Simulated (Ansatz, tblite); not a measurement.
Species of one formula, CoO₆H₉ (singlet), each relaxed with PBE0-D4/def2-SVP in Ansatz.

The xTB rows come from tblite. HSE06 is defined as in plane-wave codes, on full-range PBE exchange. Correlated methods freeze 11 core orbitals; core or outer-core shells of Co are correlated, in sets that lack core-valence functions.

Run but left out: HF/def2-TZVP, MP2/def2-TZVP (A: restricted singlet, unstable towards broken spin symmetry).

A: The restricted singlet is unstable towards broken spin symmetry in Hartree–Fock (as tested in another run); at PBE-D4/def2-SVP, PBE-D4/def2-TZVP, BLYP-D4/def2-TZVP, r2SCAN-D4/def2-TZVP and others this wasn't settled. B: The restricted singlet is unstable towards broken spin symmetry in Hartree–Fock (as tested in another run); at PBE-D4/def2-SVP, PBE-D4/def2-TZVP, BLYP-D4/def2-TZVP, r2SCAN-D4/def2-TZVP and others this wasn't settled.

Other spin states weren't relaxed.

A: mer-Co(OH)3(H2O)3 (CoO₆H₉)

B: fac-Co(OH)3(H2O)3 (CoO6H9)

Task: Estimate their order by electronic energy at PBE0-D4/def2-TZVP, counted from the lowest.

Result: B (0.00) < A (0.24), in eV.

Task: Do the other levels pick the same lowest one?

Result: All that were run do. Energies above each level's lowest (eV):

```csv
level,A,B
GFN1-xTB,0.29,0.00
GFN2-xTB,0.31,0.00
PBE-D4/def2-SVP,0.26,0.00
PBE-D4/def2-TZVP,0.24,0.00
BLYP-D4/def2-TZVP,0.25,0.00
r2SCAN-D4/def2-TZVP,0.25,0.00
PBE0-D4/def2-SVP,0.26,0.00
PBE0-D4/def2-TZVP,0.24,0.00
HSE06-D4/def2-TZVP,0.24,0.00
CAM-B3LYP-D4/def2-TZVP,0.25,0.00
RPA@PBE/def2-TZVP,0.25,0.00
```
Point groups (tolerance 0.1 Å): A not assigned, B not assigned. A and B have the same bonds, so they are conformers or stereoisomers.
